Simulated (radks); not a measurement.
The germanium ion Ge2+ inside a hard spherical wall (all orbitals vanish at R), configuration held at [Ar] 3d10 4s2 and not refilled when levels cross. Method: scalar-relativistic Kohn-Sham, PBE, spin-polarised, spherical densities, finite nucleus; Fermi nuclear charge, rms radius 4.0742 fm; computed with a radial shooting solver on a logarithmic mesh with Libxc functionals. Eigenvalues in eV for spin up, with the zero of energy where the potential of the charges vanishes at infinity; a dash marks a level that is unbound or too diffuse for the functional's potential to be trusted. A positive occupied level is held by the wall or, in an anion where self-interaction has pushed it up, behind a barrier. The pressure on the wall is -dE/dV.

R (bohr)  E (hartree)  kinetic (hartree)    e(3s)    e(3p)    e(3d)    e(4s)  e(4p, empty)  e(5s, empty)  pressure (GPa)
free      -2097.97943           2136.008  -188.44  -135.57  -49.195  -29.250       -19.806             -               0
20        -2097.97943           2136.008  -188.44  -135.57  -49.195  -29.250       -19.806             -        < 0.0001
15        -2097.97943           2136.008  -188.44  -135.57  -49.195  -29.250       -19.806             -        < 0.0001
12        -2097.97943           2136.008  -188.44  -135.57  -49.195  -29.250       -19.806             -        < 0.0001
8         -2097.97943           2136.008  -188.44  -135.57  -49.194  -29.249       -19.805        -9.369        0.000335
5         -2097.97409           2136.063  -188.26  -135.40  -49.022  -29.068       -19.368        -2.625            1.13
4         -2097.93217           2136.361  -187.48  -134.61  -48.259  -28.061       -17.572         9.789            14.6
3.5       -2097.84526           2136.849  -186.39  -133.53  -47.211  -26.348       -14.928        23.463            53.1
3         -2097.60077           2138.014  -184.21  -131.38  -45.103  -22.195        -9.128        48.604             206
2.5       -2096.87396           2141.044  -179.60  -126.82  -40.542  -11.551         4.416        98.436             917
2         -2094.41444           2150.357  -168.70  -116.02  -29.126   18.950        39.948        209.25            5230
